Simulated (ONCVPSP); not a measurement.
scandium (Sc): excitation energies, all-electron against ONCV

- Element: scandium (Sc)
- Generator: ONCVPSP 4.0.1
- Type: optimised norm-conserving Vanderbilt (ONCV)
- Functional: revPBE
- Relativity: scalar-relativistic
- Frozen core: [Ne] 3s2
- Valence charge: 9
- Reference configuration: 3p6 3d1 4s1 4p1
- Partial waves: 4s: rc 3.30 bohr, ncon 3, nbas 7, qcut 1.6 1/bohr, 2 projectors, debl 0.4 Ha; 3p+4p: rc 2.10 bohr, ncon 4, nbas 8, qcut 8.1 1/bohr, 3 projectors, debl 0.5 Ha; 3d: rc 2.15 bohr, ncon 5, nbas 10, qcut 7.3 1/bohr, 3 projectors, debl 0.7 Ha
- Local potential: polynomial inside 1.45 bohr (lpopt 5, dvloc0 3 Ha)
- Core correction: Teter function, fcfact 5.5, rcfact 1.2

Energies are relative to the spin-unpolarised reference configuration 3p6 3d1 4s1 4p1; without spin polarisation the order of configurations can differ from experiment.

```
valence configuration  charge  ΔE all-electron (eV)  error AE − PS (meV)
      3p6 3d1 4s2 4p0       0                -2.749                  -11
      3p6 3d1 4s1 4p0      +1                 4.085                 -2.0
```

(1) What are ΔE and the potential's error for 3p6 3d0 4s2 4p1?

(2) What are ΔE and the potential's error for 3p6 3d1 4s0 4p0?

Note: no bound ghost flagged; GHOST(+) flagged for s at 13.6 eV.

## Answers

(1) ΔE = 0.670 eV all-electron; the error (AE − PS) is +124 meV.

(2) ΔE = 16.725 eV all-electron; the error (AE − PS) is -0.4 meV.
